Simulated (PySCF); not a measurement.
hexanethiol (C6H14S), singlet, at a GFN2-xTB geometry; MP2/def2-SV(P) run with PySCF.

The PySCF input:
```python
from pyscf import gto, scf, mp

mol = gto.Mole()
mol.atom = '''
    C    -4.27231411    0.31146578   -0.49971612
    C    -2.87333417    0.82335084   -0.81956104
    C    -1.79526299    0.00609202   -0.11170355
    C    -0.39047006    0.51335646   -0.42756318
    C     0.68205977   -0.30864411    0.28369885
    C     2.07610922    0.20295892   -0.03621755
    S     3.32341482   -0.81950689    0.84333532
    H    -4.38037944   -0.72442039   -0.81380716
    H    -5.02454415    0.90601275   -1.01276596
    H    -4.46278088    0.36541094    0.56995850
    H    -2.70863832    0.77961234   -1.89867809
    H    -2.79103017    1.86931681   -0.51507351
    H    -1.87781643   -1.03982318   -0.41606167
    H    -1.96019477    0.04970257    0.96731599
    H    -0.22370169    0.46937227   -1.50673448
    H    -0.30612076    1.55943677   -0.12267275
    H     0.60624953   -1.35514463   -0.02030705
    H     0.52383376   -0.26512387    1.36369914
    H     2.19990703    1.23440026    0.29484733
    H     2.28322793    0.13240834   -1.10435871
    H     4.38662521   -0.16053018    0.38764877
'''
mol.basis = 'def2-sv(p)'
mol.verbose = 4
mol.build()

mf = scf.UHF(mol)
mf.kernel()

pt = mp.MP2(mf)
pt.kernel()
print('E(MP2) = %.10f' % pt.e_tot)
```

Task: What does PySCF print? Leave out banner, timings and long lists.

Result: 
```
PySCF version 2.14.0

[INPUT] verbose = 4
[INPUT] num. atoms = 21
[INPUT] num. electrons = 66
[INPUT] charge = 0
[INPUT] spin (= nelec alpha-beta = 2S) = 0
[INPUT] symmetry False subgroup None
[INPUT] Mole.unit = angstrom
[INPUT] Symbol           X                Y                Z      unit          X                Y                Z       unit  Magmom
[...]
nuclear repulsion = 356.169170772597
number of shells = 72
number of NR pGTOs = 236
number of NR cGTOs = 130
basis = def2-sv(p)
ecp = {}

******** <class 'pyscf.scf.uhf.UHF'> ********
method = UHF
initial guess = minao
damping factor = 0
level_shift factor = 0
DIIS = <class 'pyscf.scf.diis.CDIIS'>
diis_start_cycle = 1
diis_space = 8
diis_damp = 0
SCF conv_tol = 1e-09
SCF conv_tol_grad = None
SCF max_cycles = 50
direct_scf = True
direct_scf_tol = 1e-13
number electrons alpha = 33  beta = 33
Set gradient conv threshold to 3.16228e-05
init E= -633.39006717313
cycle= 1 E= -632.465085103062  delta_E= 0.925  |g|= 0.345  |ddm|= 2.88
cycle= 2 E= -632.548930266237  delta_E= -0.0838  |g|= 0.135  |ddm|= 0.558
cycle= 3 E= -632.558852652479  delta_E= -0.00992  |g|= 0.0435  |ddm|= 0.226
cycle= 4 E= -632.560270695771  delta_E= -0.00142  |g|= 0.00627  |ddm|= 0.0745
cycle= 5 E= -632.560301777639  delta_E= -3.11e-05  |g|= 0.00218  |ddm|= 0.0114
cycle= 6 E= -632.560307428404  delta_E= -5.65e-06  |g|= 0.00085  |ddm|= 0.00603
cycle= 7 E= -632.560308404752  delta_E= -9.76e-07  |g|= 0.000386  |ddm|= 0.00231
cycle= 8 E= -632.56030868383  delta_E= -2.79e-07  |g|= 0.000162  |ddm|= 0.00117
cycle= 9 E= -632.560308736573  delta_E= -5.27e-08  |g|= 6.39e-05  |ddm|= 0.000514
cycle= 10 E= -632.560308744495  delta_E= -7.92e-09  |g|= 2.22e-05  |ddm|= 0.00022
cycle= 11 E= -632.56030874537  delta_E= -8.75e-10  |g|= 6.25e-06  |ddm|= 8.41e-05
Extra cycle  E= -632.560308745417  delta_E= -4.75e-11  |g|= 3.74e-06  |ddm|= 1.14e-05
converged SCF energy = -632.560308745417  <S^2> = 2.6531666e-10  2S+1 = 1

******** <class 'pyscf.mp.ump2.UMP2'> ********
nocc = (np.int64(33), np.int64(33)), nmo = (130, 130)
E(UMP2) = -633.478696933262  E_corr = -0.918388187844393
E(SCS-UMP2) = -633.470878440081  E_corr = -0.910569694663177
E_corr(same-spin) = -0.220957073942417
E_corr(oppo-spin) = -0.697431113901976
E(MP2) = -633.4786969333
```
